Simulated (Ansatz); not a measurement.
The same path of Cl2F3HW + ClH (9 atoms, charge 0, multiplicity 1) was run twice with different band settings. Lost on the way: W1–H2, Cl8–H9. Made: W1–Cl8, H2–H9.

The calculation used RKS BHLYP-D4/def2-SVP in Ansatz 0.2.0.

Relaxed end points:

```xyz
9
Properties=species:S:1:pos:R:3
W -0.158 0.228 -0.345
H -0.745 0.544 1.183
F 1.563 0.635 -0.877
Cl -0.417 2.489 -0.500
F -1.988 0.222 -0.624
F 0.645 -1.002 0.790
Cl -0.278 -1.486 -1.885
Cl 1.814 1.377 2.462
H 2.043 0.118 2.401
```

```xyz
9
Properties=species:S:1:pos:R:3
W 0.361 0.571 -0.543
H -0.154 -0.795 3.065
F 1.895 0.593 -1.556
Cl -0.407 2.443 -1.576
F -1.156 0.483 0.490
F 0.978 -0.951 0.304
Cl -0.625 -0.788 -2.093
Cl 1.413 1.800 1.072
H 0.176 -0.232 3.442
```

Common settings: spring 5.0 eV/Å²; optimiser quadratic models (default); start path through a guess of the saddle point; force threshold 0.05 eV/Å; end points relaxed.

| run | movable images | climbing image | iteration limit |
| --- | --- | --- | --- |
| 1 | 9 | yes | 52 |
| 2 | 1 | no | 60 |

**Question.** What does each run give, and how far can it be trusted?

**Answer.** Run 1: converged after 49 iterations, highest image 2.159 eV above the first end. The profile has 2 maxima (images 2, 5) with wells between them (image 3): this band takes more than one step, which may be the mechanism or a detour left from its start path. A structure lower than the last end lies on the path between it and the top, so the climb from that side starts below the end, which may itself be a saddle point or a shallow side well. Neighbouring images differ by up to 2.1 eV, so the band resolves the path poorly. A vibrational analysis at the climbing image gives one clearly imaginary mode, 509i cm⁻¹: a first-order saddle point.
Run 2: converged after 31 iterations, highest image 2.060 eV above the first end. Neighbouring images differ by up to 2.7 eV, so the band resolves the path poorly. No image climbed, so the highest image needn't sit at the top of the path. So few images can step over the top or miss a turn of the path.
The orbitals stay closed-shell, which can raise the energy where a bond breaks towards radicals; this wasn't checked here.
